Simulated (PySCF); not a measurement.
A structure optimised at B3LYP-D3(BJ)/def2-SVP, used in a PySCF frequency run:

```xyz
7

F     -2.8057     0.2412     1.0819
C     -2.1005    -0.0263     0.0000
F     -2.8057     0.2412    -1.0819
C     -0.8833    -0.5070     0.0000
C      0.3407    -0.9508     0.0000
Br     1.8784     0.1878     0.0000
H      0.6174    -2.0093     0.0000
```

Q: Write its SMILES, formula and point group.

A: FC(F)=C=CBr, C3HBrF2, Cs

Q: What are its rotational constants (standard atomic weights)?

A: 7.4988, 0.75755, 0.73383 GHz
